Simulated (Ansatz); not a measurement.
Input for Ansatz (a quantum-chemistry and plane-wave program): R-PBE/def2-TZVPP on F2GeH3N (SMILES [NH2][GeH]([F])[F]), a point of a torsion scan.

Ansatz 0.2 input:
```yaml
crystal:
  periodic: [false, false, false]
  atoms:
    - {symbol: N, position_ang: [1.13831544, -0.10816934, -0.19507850]}
    - {symbol: Ge, position_ang: [-0.63793523, -0.03052961, -0.01563868]}
    - {symbol: F, position_ang: [-1.10558163, 1.27915984, 1.03033978]}
    - {symbol: F, position_ang: [-1.11362088, -1.45227589, 0.83950452]}
    - {symbol: H, position_ang: [1.66088599, 0.75253393, -0.12758285]}
    - {symbol: H, position_ang: [1.61007632, -0.83838301, 0.32044335]}
    - {symbol: H, position_ang: [-1.49829976, 0.07905281, -1.21750642]}
basis:
  gaussian:
    orbitals: def2-TZVPP
hamiltonian:
  xc: {name: PBE}
scf: {lower_state_search: off}
```

The log:

```
WARN ansatz: RAYON_NUM_THREADS=1 ignored (pool sized by the plan → 1); use --threads N
Functional definition: PBE
these checks for a lower state are left out or cut short: stability, starts, cluster_reference, orbital_swaps, neighbouring_geometries, increment
integrals: 0.09 GiB planned
1002 factors; their error is unknown
mean field: 0.65 GiB planned
mean field evaluation 1: about -63468.9080 eV, gradient 8.8e1 eV
mean field evaluation 2: about -63427.0112 eV, gradient 1.7e2 eV
mean field evaluation 4: about -63481.0148 eV, gradient 4.9e0 eV
mean field evaluation 8: about -63481.0704 eV, gradient 2.0e-1 eV
mean field evaluation 16: about -63481.0549 eV, gradient 1.1e-4 eV
mean field -63481.05493992 eV, -2332.8857400374 hartree, gradient 2.1e-6 eV, S^2 0.000000; 0 other end points of the search recorded, 0 dependent functions left out
reference -63481.05496983 eV, -2332.8857411369 hartree; 30, 30 occupied and 153, 153 virtual orbitals, 1002 factors
Total energy: -63481.05496983 eV, -2332.8857411369 hartree
Checks for a lower state left out: stability, starts, cluster_reference, orbital_swaps, neighbouring_geometries, increment
```

The calculation finished and met its thresholds.

Cost: roughly 1.9 core-seconds.
